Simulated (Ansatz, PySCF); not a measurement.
Spin states of H2O2Re (SMILES [OH][Re][OH]), each relaxed with B3LYP-D3(BJ)/def2-TZVP.
State 1 (charge 0, multiplicity 4):
```xyz
5

Re     0.14809    -0.25498     0.13157
O      1.47650    -0.07326    -1.18850
H      1.74026     0.74599    -1.62324
O     -1.39863    -0.53283     1.16625
H     -2.01999     0.14483     1.45681
```
State 2 (charge 0, multiplicity 6):
```json
[
 {"atom": "Re", "x (Å)": "0.0203", "y (Å)": "-0.0930", "z (Å)": "0.0072"},
 {"atom": "O", "x (Å)": "1.3985", "y (Å)": "-0.0596", "z (Å)": "-1.3964"},
 {"atom": "H", "x (Å)": "2.0180", "y (Å)": "0.6561", "z (Å)": "-1.5626"},
 {"atom": "O", "x (Å)": "-1.2830", "y (Å)": "-0.3676", "z (Å)": "1.4552"},
 {"atom": "H", "x (Å)": "-2.2077", "y (Å)": "-0.1062", "z (Å)": "1.4395"}
]
```

Singlets are restricted, other states unrestricted; no spin–orbit coupling, no relativity up to Kr; see below for the cores. The largest T1 diagnostic is 0.034.

Correlated levels freeze the inner cores; with def2 sets outer-core shells near the valence are correlated too.

Run with Ansatz (Gaussian orbitals); PySCF for the dispersion terms.  In def2 rows elements past Kr take small-core potentials, without spin–orbit coupling.

Problem. Give the energy of the multiplicity-6 state less that of the multiplicity-4 state at the level wB97X-V/def2-TZVPP.

Solution. 9.1 kcal/mol

Problem. Estimate the energy of the multiplicity-6 state less that of the multiplicity-4 state that CCSD(T)/def2-SVP returns for this input.

Solution. 2.2 kcal/mol

Problem. What is the computed energy of the multiplicity-6 state less that of the multiplicity-4 state (B2PLYP-D4/def2-TZVPP)?

Solution. 7.0 kcal/mol

Ansatz is a program for electronic structure.
